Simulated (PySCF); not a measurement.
O3Se, SMILES O=[Se+2]([O-])[O-].

Geometry optimised at PBE-D3(BJ)/def2-SVP.

Method: PBE-D3(BJ)/def2-SVP (PySCF).

Frequencies are harmonic and unscaled.

Modes within 1.5 cm⁻¹ of each other (mostly degenerate sets) share a row, with their intensities summed.

```
mode  ν (cm⁻¹)  IR (km/mol)  moving atoms (share of kinetic energy)
----  --------  -----------  --------------------------------------
1          256         20.2                         O 62 %, Se 38 %
2–3        329         43.5                         O 86 %, Se 14 %
4          864          0.0                                 O 100 %
5–6        982        126.5                         O 76 %, Se 24 %
```
